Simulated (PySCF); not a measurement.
Molecule: SMILES C1(F)=CC=CC(O)=C1, C$_{6}$H$_{5}$FO.

Geometry (Å), atoms numbered from 1 in this order:
```xyz
13

O     2.368   -0.233   -0.002
C     1.031   -0.069    0.009
C     0.229   -1.217    0.024
C    -1.155   -1.087    0.035
C    -1.768    0.167    0.031
C    -0.951    1.289    0.017
F    -1.503    2.501    0.013
C     0.436    1.197    0.006
H     2.798    0.628   -0.011
H     0.713   -2.195    0.027
H    -1.776   -1.986    0.046
H    -2.852    0.286    0.039
H     1.032    2.113   -0.005
```

Geometry PBE0-D3(BJ)/def2-SVP throughout; GIAO in PySCF 2.14, gas phase, one conformer, non-relativistic; equivalent atoms averaged; basis pcSseg-1.

Question: How do the absolute shieldings σ depend on the functional? (a selection of nuclei; ppm; last column core-seconds on shared hosts with different chips, so compare them loosely; the GGAs took longer than the global hybrids here, which isn't the general rule, and the cause wasn't traced)

Answer: 
```tsv
functional	kind	C6	C2	C3	C8	F7	H11	H10	H12	H13	core-s
LDA	LDA	4.6	14.1	63.5	74.8	263.5	23.60	24.13	24.26	24.73	20
PBE	GGA	9.9	18.9	68.1	78.3	263.3	24.07	24.63	24.74	25.20	26
KT2	GGA	21.3	29.6	78.6	87.5	271.2	24.23	24.73	24.84	25.23	26
B97-D	GGA	13.4	22.0	70.5	80.4	273.2	24.37	24.92	25.02	25.47	24
B3LYP	global hybrid	6.0	14.0	64.1	74.8	284.4	24.22	24.73	24.85	25.27	17
PBE0	global hybrid	13.1	20.9	69.6	80.2	286.8	23.95	24.49	24.62	25.05	20
B97-2	global hybrid	15.6	23.4	71.6	81.8	288.0	24.13	24.68	24.79	25.23	16
BHandHLYP	global hybrid	10.2	16.9	66.8	77.8	307.9	24.09	24.61	24.74	25.13	15
```

Question: Which nucleus among those listed moves most, in ppm?

Answer: F7 (aryl fluorine): from 263.3 ppm with PBE to 307.9 ppm with BHandHLYP. The smallest spread is 0.74 ppm, at H13. Proton shifts span only some 12 ppm, so a few tenths of a ppm matter as much there as several ppm in carbon.
